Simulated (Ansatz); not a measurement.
The same path of F5HW + H2 (9 atoms, charge 0, multiplicity 1) was run twice with different band settings. Lost on the way: H8–H9. Made: W1–H8, F2–H9.

The calculation used Ansatz 0.2.0, RKS B3LYP/def2-SVP.

Relaxed end points:

```xyz
9
Properties=species:S:1:pos:R:3
W 0.044 0.157 -0.162
F 0.108 0.984 1.503
F 1.894 0.318 -0.046
H 0.231 1.765 -0.655
F -1.456 -0.615 0.627
F 0.551 -1.417 -1.025
F -1.068 0.395 -1.633
H 1.127 -2.279 1.721
H 0.866 -1.845 2.288
```

```xyz
9
Properties=species:S:1:pos:R:3
W 0.221 -0.094 -0.233
F -0.068 -0.700 2.162
F 1.456 0.822 -1.279
H 0.763 1.140 0.795
F -1.405 0.564 0.380
F 0.119 -1.953 0.074
F -0.500 -0.334 -1.974
H 1.683 -0.354 0.590
H 0.027 -1.630 2.103
```

Common settings: movable images 7; climbing image yes; spring 5.0 eV/Å²; optimiser quadratic models (default); force threshold 0.03 eV/Å; iteration limit 60; end points relaxed.

| run | start path |
| --- | --- |
| 1 | through a guess of the saddle point |
| 2 | straight line |

(1) What does each run give, and how far can it be trusted?

Answers

(1) Run 1: converged after 42 iterations, highest image 1.541 eV above the first end. The profile has 4 maxima (images 1, 3, 5, 7) with wells between them (images 2, 4, 6): this band takes more than one step, which may be the mechanism or a detour left from its start path. Neighbouring images differ by up to 1.5 eV, so the band resolves the path poorly. A vibrational analysis at the climbing image gives one clearly imaginary mode, 990i cm⁻¹: a first-order saddle point. Another band between the same ends, with other settings, climbed to 1.04 eV only, so this may not be the lowest route.
Run 2: converged after 27 iterations, highest image 1.041 eV above the first end. The profile has 2 maxima (images 3, 7) with wells between them (image 5): this band takes more than one step, which may be the mechanism or a detour left from its start path. The order of the stationary point at the top wasn't checked.
The orbitals stay closed-shell, which can raise the energy where a bond breaks towards radicals; this wasn't checked here.
